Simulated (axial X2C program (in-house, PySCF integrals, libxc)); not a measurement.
## Which molecule has these constants?

Computed with an in-house relativistic program for diatomic molecules, spin-free (one-electron X2C) or two-component (2c: spin–orbit coupling with atomic mean-field Coulomb and Gaunt terms, which also bring small scalar terms), in Dyall basis sets with cores contracted in-house; open shells are unrestricted.

A two-component PBE0 calculation in a Dyall 3-zeta basis gave Re = 2.241 Å, ωe = 447.7 cm⁻¹, De = 2.69 eV, Ω = 3/2.

Question: Which molecule is it?
A. ICl⁺
B. IF⁺
C. IBr⁺

Answer: A. The others have IF⁺ 1.840 Å and 716.7 cm⁻¹ (Ω = 3/2); IBr⁺ 2.386 Å and 312.3 cm⁻¹ (Ω = 3/2).

Each entry is the lowest single determinant of a limited PBE0 search at one distance. De goes to single-determinant-based atoms at the same level (for ions the charge split of lowest energy) and is withheld (n/a) where an atom does not fit its ground term or J level. Main or longest-lived isotopes. Some light 2c atoms are not at their ground J level, so De misses part of their lowering (0.04 eV or less). The functionals have no current term, which raises determinants with orbital currents.
